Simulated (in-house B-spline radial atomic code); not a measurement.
## LC-wPBE excitations of As VI (As5+)

Method: LC-wPBE. Computed with an all-electron radial atomic-structure program (B-spline basis): linear response of the closed shell [Ar] 3d10 with the functional's adiabatic kernel; non-relativistic, point nucleus, no spin-orbit coupling, no double excitations, S, P, D and F terms only. Only terms of natural parity with L up to 3 were computed.

Without relativity these are model numbers for so heavy an element.

Command:
```bash
python run_td.py task.json out
```
Settings (radii: box in bohr, nucleus in fm):
```
Z                        33
electrons                28
configuration            [Ar] 3d10
hamiltonian              nr
method                   lc_wpbe
box_radius               16.35
intervals                54
```

Run time, properties included: 1.9 s on 1 thread of Arm Neoverse N1 (shared host).

The lowest states, in the order of their Tamm-Dancoff energies; the method's threshold (minus the highest occupied level) is 113.66 eV. Labels give the largest channel, * marks a mixed state, and oscillator strengths are full-response dipole values. Semilocal kernels can invert the small singlet-triplet splittings of Rydberg terms. Energies in eV:

```
     state  full response  Tamm-Dancoff  oscillator strength
3d → 4s 3D          38.64         38.65                    -
3d → 4s 1D          39.33         39.34                    -
3d → 4p 3P          50.91         50.93                    -
3d → 4p 3F              ?             ?                    -
3d → 4p 1F              ?             ?                    -
3d → 4p 1P          52.65         52.73                0.526
3d → 4d 3S          69.30         69.33                    -
3d → 4d 3D          69.95         69.96                    -
3d → 4d 1D          70.56         70.57                    -
3d → 4d 1S          74.71         75.31                    -
3d → 5s 3D          75.41         75.42                    -
3d → 5s 1D          75.60         75.60                    -
3d → 5p 3P          79.97         79.98                    -
3d → 5p 3F          80.04         80.05                    -
3d → 5p 1F          80.20         80.20                    -
3d → 5p 1P          80.49         80.51               0.0621
3d → 4f 3P          83.78         83.78                    -
3d → 4f 3F          83.89         83.89                    -
3d → 4f 1F          83.96         83.96                    -
3d → 4f 1P          84.36         84.39                0.586
3d → 5d 3S          87.36         87.38                    -
3d → 5d 3D          87.66         87.66                    -
```

(1) Where does 3d → 4p 3F lie?

(2) Where does 3d → 4p 1F lie?

(3) How large is the singlet-triplet splitting of 3d → 4s (D terms) in Tamm-Dancoff?

(4) What polarisabilities and dispersion coefficient does the method give?

Answers

(1) At 51.08 eV in full response, 51.09 eV in Tamm-Dancoff.

(2) At 51.56 eV in full response, 51.56 eV in Tamm-Dancoff.

(3) 0.687 eV, from the unrounded values.

(4) Dipole 0.5486 bohr³, quadrupole 0.639 bohr⁵, C6 0.9117 hartree·bohr⁶ for two such species.
